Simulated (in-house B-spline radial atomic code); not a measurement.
Inner levels of copper as electrons are removed. A shift is the extra binding of the orbital against the neutral atom ([Ar] 3d10 4s1). The density at the nucleus is averaged over the nuclear charge. Computed with an all-electron radial atomic-structure program (B-spline basis): Dirac-Hartree-Fock, average of the configuration, finite nuclei.

```json
{"ion": "Cu", "configuration": "[Ar] 3d10 4s1", "shift of 2s1/2 (eV)": "0", "shift of 3p3/2 (eV)": "0", "shift of 3d3/2 (eV)": "0", "radius of 2s1/2 (bohr)": "0.23387", "radius of 3p3/2 (bohr)": "0.75623", "radius of 3d3/2 (bohr)": "0.99088", "Σ<r²> (bohr²)": "31.753", "change of density at nucleus (bohr⁻³)": "-"}
{"ion": "Cu+", "configuration": "[Ar] 3d10", "shift of 2s1/2 (eV)": "8.5054", "shift of 3p3/2 (eV)": "8.7382", "shift of 3d3/2 (eV)": "8.7858", "radius of 2s1/2 (bohr)": "0.23388", "radius of 3p3/2 (bohr)": "0.75651", "radius of 3d3/2 (bohr)": "0.97702", "Σ<r²> (bohr²)": "18.598", "change of density at nucleus (bohr⁻³)": "-4.9433"}
{"ion": "Cu2+", "configuration": "[Ar] 3d9", "shift of 2s1/2 (eV)": "?", "shift of 3p3/2 (eV)": "?", "shift of 3d3/2 (eV)": "?", "radius of 2s1/2 (bohr)": "?", "radius of 3p3/2 (bohr)": "?", "radius of 3d3/2 (bohr)": "?", "Σ<r²> (bohr²)": "?", "change of density at nucleus (bohr⁻³)": "?"}
{"ion": "Cu3+", "configuration": "[Ar] 3d8", "shift of 2s1/2 (eV)": "48.916", "shift of 3p3/2 (eV)": "46.574", "shift of 3d3/2 (eV)": "47.45", "radius of 2s1/2 (bohr)": "0.23389", "radius of 3p3/2 (bohr)": "0.73999", "radius of 3d3/2 (bohr)": "0.84285", "Σ<r²> (bohr²)": "12.617", "change of density at nucleus (bohr⁻³)": "0.4684"}
{"ion": "Cu4+", "configuration": "[Ar] 3d7", "shift of 2s1/2 (eV)": "?", "shift of 3p3/2 (eV)": "?", "shift of 3d3/2 (eV)": "?", "radius of 2s1/2 (bohr)": "?", "radius of 3p3/2 (bohr)": "?", "radius of 3d3/2 (bohr)": "?", "Σ<r²> (bohr²)": "?", "change of density at nucleus (bohr⁻³)": "?"}
{"ion": "Cu5+", "configuration": "[Ar] 3d6", "shift of 2s1/2 (eV)": "103.03", "shift of 3p3/2 (eV)": "93.988", "shift of 3d3/2 (eV)": "96.185", "radius of 2s1/2 (bohr)": "0.23383", "radius of 3p3/2 (bohr)": "0.71702", "radius of 3d3/2 (bohr)": "0.75773", "Σ<r²> (bohr²)": "9.3417", "change of density at nucleus (bohr⁻³)": "12.061"}
{"ion": "Cu6+", "configuration": "[Ar] 3d5", "shift of 2s1/2 (eV)": "134.49", "shift of 3p3/2 (eV)": "120.5", "shift of 3d3/2 (eV)": "123.71", "radius of 2s1/2 (bohr)": "0.23376", "radius of 3p3/2 (bohr)": "0.70456", "radius of 3d3/2 (bohr)": "0.7244", "Σ<r²> (bohr²)": "8.14", "change of density at nucleus (bohr⁻³)": "20.022"}
{"ion": "Cu7+", "configuration": "[Ar] 3d4", "shift of 2s1/2 (eV)": "?", "shift of 3p3/2 (eV)": "?", "shift of 3d3/2 (eV)": "?", "radius of 2s1/2 (bohr)": "?", "radius of 3p3/2 (bohr)": "?", "radius of 3d3/2 (bohr)": "?", "Σ<r²> (bohr²)": "?", "change of density at nucleus (bohr⁻³)": "?"}
{"ion": "Cu8+", "configuration": "[Ar] 3d3", "shift of 2s1/2 (eV)": "205.42", "shift of 3p3/2 (eV)": "178.41", "shift of 3d3/2 (eV)": "184.48", "radius of 2s1/2 (bohr)": "0.23352", "radius of 3p3/2 (bohr)": "0.6792", "radius of 3d3/2 (bohr)": "0.66909", "Σ<r²> (bohr²)": "6.2431", "change of density at nucleus (bohr⁻³)": "40.024"}
{"ion": "Cu9+", "configuration": "[Ar] 3d2", "shift of 2s1/2 (eV)": "244.71", "shift of 3p3/2 (eV)": "209.63", "shift of 3d3/2 (eV)": "217.6", "radius of 2s1/2 (bohr)": "0.23334", "radius of 3p3/2 (bohr)": "0.66661", "radius of 3d3/2 (bohr)": "0.64559", "Σ<r²> (bohr²)": "5.4757", "change of density at nucleus (bohr⁻³)": "52.001"}
```

Question: Fill in the row of Cu2+.

Answer: shift of 2s1/2 (eV): 26.771; shift of 3p3/2 (eV): 26.21; shift of 3d3/2 (eV): 26.663; radius of 2s1/2 (bohr): 0.23389; radius of 3p3/2 (bohr): 0.74946; radius of 3d3/2 (bohr): 0.90056; Σ<r²> (bohr²): 15.037; change of density at nucleus (bohr⁻³): -3.0358.

Question: Fill in the row of Cu4+.

Answer: shift of 2s1/2 (eV): 74.44; shift of 3p3/2 (eV): 69.276; shift of 3d3/2 (eV): 70.71; radius of 2s1/2 (bohr): 0.23387; radius of 3p3/2 (bohr): 0.72897; radius of 3d3/2 (bohr): 0.7965; Σ<r²> (bohr²): 10.795; change of density at nucleus (bohr⁻³): 5.5232.

Question: Fill in the row of Cu7+.

Answer: shift of 2s1/2 (eV): 168.65; shift of 3p3/2 (eV): 148.67; shift of 3d3/2 (eV): 153.17; radius of 2s1/2 (bohr): 0.23365; radius of 3p3/2 (bohr): 0.69189; radius of 3d3/2 (bohr): 0.69515; Σ<r²> (bohr²): 7.1215; change of density at nucleus (bohr⁻³): 29.355.
